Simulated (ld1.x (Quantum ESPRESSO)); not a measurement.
**Pr: one change to a TM semilocal potential, before and after**

* Element: Pr (Z = 59)
* Generator: ld1.x (Quantum ESPRESSO) 7.5
* Type: norm-conserving Troullier–Martins (semilocal form)
* Functional: PBE
* Relativity: scalar-relativistic
* Frozen core: [Kr] 4d10
* Valence charge: 13
* Reference configuration: 4f3 5s2 5p6 5d0 6s2 6p0
* Partial waves: 5s (bound): rc 1.50 bohr; 5d (bound, empty): rc 2.75 bohr; 4f (bound): rc 1.25 bohr; 5p (bound): rc 2.90 bohr
* Local potential: the p channel
* Core correction: none

Occupied shells without a wave of their own: 6s. They enter only through the test configuration that unscreens the potential.

All-electron outer shells of the reference configuration (PBE, scalar-relativistic, ld1.x):

```
shell  level (eV)  outermost node (bohr)  outermost maximum (bohr)
   4p     -215.23                   0.32                      0.60
   4d     -110.50                   0.30                      0.64
   5s      -39.03                   0.74                      1.35
   5p      -21.47                   0.79                      1.53
   6s       -3.46                   1.81                      3.85
   5d       -2.02                   0.91                      2.28
   4f       -1.25                      –                      0.69
   6p       -1.24                   2.18                      5.13
```

Change: core correction a·sin(br)/r model core inside 1.04 bohr (6s counted twice).

Cutoffs: the cutoffs (Ry, on a coarse ladder) from which the occupation-weighted sum of valence levels, in a spherical-Bessel basis at the reference potential, stays within 10 and 1 mRy of its value at 400 Ry; they do not see the model core or the augmentation charge, which bear on the density cutoff. Errors are all-electron minus pseudo energies relative to the spin-unpolarised reference configuration.

Q: How do hardness, ghosts and transferability respond?

A: The potential gets neither clearly harder nor softer (200 Ry and 230 Ry → 200 Ry and 230 Ry); of the 6 tests that both files solve, the error grows in 5 and shrinks in 1 by more than 15 % and 0.3 meV (median size 65.6 → 266.4 meV); neither file shows a bound ghost at the reference potential, the only one tested. A semilocal file is local in each channel, so a ghost entry of none says nothing of the separable form that plane-wave codes build from it. In the changed file ld1.x takes every shell without a wave as core, so the model core holds the 6s electrons as well and exchange and correlation see them twice. This cancels in the reference configuration, but the file is broken for other ones, and its errors say nothing about a proper core correction. A model core, the more so a compact one, raises the density cutoff, which this test does not measure.

```csv
quantity,base,changed
"cutoff, loose",200 Ry,200 Ry
"cutoff, tight",230 Ry,230 Ry
bound ghosts,none,none
"tests counted (converged, no solver errors)",6 of 7,6 of 7
"error for 4f3 5s2 5p6 5d0 6s1 6p0, meV [ΔE 5.72 eV]",-46,-176
"error for 4f3 5s2 5p6 5d0 6s0 6p0, meV [ΔE 16.35 eV]",-124,-671
"error for 4f2 5s2 5p6 5d0 6s0 6p0, meV [ΔE 37.92 eV]",+26,-730
"error for 4f2 5s2 5p6 5d1 6s2 6p0, meV [ΔE 1.14 eV]",+92,-29
"error for 4f3 5s2 5p6 5d0 6s1.5 6p0, meV [ΔE 2.28 eV]",-20,-50
"error for 4f3 5s2 5p6 5d1 6s0 6p0, meV [ΔE 6.65 eV]",-85,-357
s: phases at 3.13 bohr within 0.05 rad from the reference energy up to (Ry; the scan ends near 5),0.1,0.1
p: phases at 3.13 bohr within 0.05 rad from the reference energy up to (Ry; the scan ends near 5),0.0,0.0
d: phases at 3.13 bohr within 0.05 rad from the reference energy up to (Ry; the scan ends near 5),2.2,2.2
f: phases at 3.13 bohr within 0.05 rad from the reference energy up to (Ry; the scan ends near 5),4.6,4.6
```

Base: Tests not counted: 4f4 5s2 5p6 5d0 6s0 6p0 (pseudo-atom not self-consistent, printed error -776 eV). These tests converged, but a pseudo level misses the all-electron one widely, so the file describes the atom poorly there or has found another state: 4f3 5s2 5p6 5d0 6s0 6p0: empty 6p by 6.7 eV; 4f2 5s2 5p6 5d0 6s0 6p0: empty 6p by 7.7 eV. Changed file: Tests not counted: 4f4 5s2 5p6 5d0 6s0 6p0 (solver errors, printed error -1132 eV). These tests converged, but a pseudo level misses the all-electron one widely, so the file describes the atom poorly there or has found another state: 4f3 5s2 5p6 5d0 6s0 6p0: empty 6p by 6.7 eV; 4f2 5s2 5p6 5d0 6s0 6p0: empty 6p by 6.5 eV.
